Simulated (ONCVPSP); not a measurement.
**PBE ONCV dataset for hydrogen, scalar-relativistic all-electron reference.**

ONCVPSP 4.0.1 was run on this input:

```
# ATOM AND REFERENCE CONFIGURATION
# atsym  z   nc   nv     iexc    psfile
  H 1.00    0    1        4      upf
#
#   n    l    f
    1    0    1.00
#
# PSEUDOPOTENTIAL AND OPTIMIZATION
# lmax
    1
#
#   l,   rc,      ep,       ncon, nbas, qcut
    0    0.95    0.00    4    9    5.90
    1    1.05    0.45    4    7    8.40
#
# LOCAL POTENTIAL
# lloc, lpopt,  rc(5),   dvloc0
    4    5    0.80    2.00
#
# VANDERBILT-KLEINMAN-BYLANDER PROJECTORs
# l, nproj, debl
    0    2    2.50
    1    2    3.00
#
# MODEL CORE CHARGE
# icmod, fcfact, rcfact
    0    0.00    0.00
#
# LOG DERIVATIVE ANALYSIS
# epsh1, epsh2, depsh
   -2.00    5.00    0.02
#
# OUTPUT GRID
# rlmax, drl
    6.00    0.01
#
# TEST CONFIGURATIONS
# ncnf
    1
# nvcnf
#   n    l    f
    1
    1    0    0.50
#
```

Command:

```bash
oncvpsp.x < H.dat > H.out
```

Resulting log (shortened: citation, most of the input echo, consistency checks and plot data are left out):

```
ONCVPSP  (Optimized Norm-Conservinng Vanderbilt PSeudopotential)
scalar-relativistic version 4.0.1

#   n    l    f        energy (Ha)
    1    0    1.00    -2.3860194E-01

Reference configufation results
  iterations    22
  all-electron total energy (Ha)   -4.58934602D-01

Begin loop to  construct optimized pseudo wave functions
and semi-local pseudopoentials for all angular momenta

   Wellstate for l =  0  n =  3
     eigenvalue =   2.2614
     asymptotic potential =   2.7614
     half-point radius =  3.0953

Calculating optimized projector #   1

 for l=   0

    Fraction of norm inside rc  0.269281
    Optimizing pswf for qcut=   5.91 a_B^-1,  ecut=  17.44 Ha
    Residual kinetic energy error=  8.50D-04 Ha

    Energy error per electron        Cutoff
         Ha          eV             Ha
         0.01000     0.27211        8.32
         0.00100     0.02721       16.77
         0.00010     0.00272      102.52
         0.00001     0.00027      255.37

Calculating optimized projector #   2

 for l=   0

    Fraction of norm inside rc  0.091577
    Optimizing pswf for qcut=   5.91 a_B^-1,  ecut=  17.44 Ha
    Residual kinetic energy error=  1.62D-03 Ha

    Energy error per electron        Cutoff
         Ha          eV             Ha
         0.01000     0.27211       10.43
         0.00100     0.02721       19.12
         0.00010     0.00272       42.62
         0.00001     0.00027      116.86

   Wellstate for l =  1  n =  2
     eigenvalue =   0.4500
     asymptotic potential =   0.9500
     half-point radius =  3.2719

   Wellstate for l =  1  n =  4
     eigenvalue =   3.4500
     asymptotic potential =   3.9500
     half-point radius =  3.0855

Calculating optimized projector #   1

 for l=   1

    Fraction of norm inside rc  0.039136
    Optimizing pswf for qcut=   8.40 a_B^-1,  ecut=  35.29 Ha
    Residual kinetic energy error=  4.25D-07 Ha

    Energy error per electron        Cutoff
         Ha          eV             Ha
         0.01000     0.27211        2.28
         0.00100     0.02721        5.29
         0.00010     0.00272       12.49
         0.00001     0.00027       22.28

Calculating optimized projector #   2

 for l=   1

    Fraction of norm inside rc  0.095381
    Optimizing pswf for qcut=   8.40 a_B^-1,  ecut=  35.29 Ha
    Residual kinetic energy error=  6.28D-06 Ha

    Energy error per electron        Cutoff
         Ha          eV             Ha
         0.01000     0.27211        7.25
         0.00100     0.02721       13.63
         0.00010     0.00272       23.58
         0.00001     0.00027       33.22

Construct Vanderbilt / Kleinmman-Bylander projectors

B matrix Hermiticity error, ll=   0
   1   2   -4.6064E-05

  Orthonormal projector coefficients -3.7729E+00 -1.9116E+00

B matrix Hermiticity error, ll=   1
   1   2   -2.4879E-05

  Orthonormal projector coefficients -1.9598E+00 -3.8250E-01

Pseudoatom total energy   -0.458575

Diagnostic tests using Vanderbilt-Kleinman-Bylander pseudopotentials
  1 or more projectors used as specified by nproj input data

   l    rcore       rmatch      e in        delta e   norm test  slope test

   0   0.9502639   0.9791160  -0.2386019  -0.0000026   1.0000096   0.9999713
   0   0.9502639   0.9791160   2.2613981  -0.0000001   1.0000837   1.0000837

   1   1.0519859   1.0839265   0.4500000  -0.0000053   1.0000430   1.0000430
   1   1.0519859   1.0839265   3.4500000   0.0000140   1.0001065   1.0001065

 Testing for bound ghosts
   n   l    E NL Schr. Eq   E Basis Diag.   E Cutoff

   1   0       -0.238605       -0.126380    384.15

 Testing for highly-localized positive-energy ghosts
       l    <radius>/rc     E Basis Diag.   E Cutoff

Test configuration 0

   n   l     f        eae           eps        diff
   1   0  1.0000   -0.23860194   -0.23860455   -2.61D-06

    Total energies and differences
      AE_ref= -4.58934602D-01  AE_tst= -4.58934602D-01  dif=  0.00D+00
      PS_ref= -4.58574589D-01  PS_tst= -4.58574589D-01  dif= -2.83D-15
      PSP excitation error=  2.83D-15

Test configuration 1

   n   l     f        eae           eps        diff
   1   0  0.5000   -0.46601318   -0.46576726    2.46D-04

    Total energies and differences
      AE_ref= -4.58934602D-01  AE_tst= -2.83946893D-01  dif=  1.75D-01
      PS_ref= -4.58574589D-01  PS_tst= -2.83632360D-01  dif=  1.75D-01
      PSP excitation error=  4.55D-05
```

The run took about 1.5 s on one core of a shared server CPU.
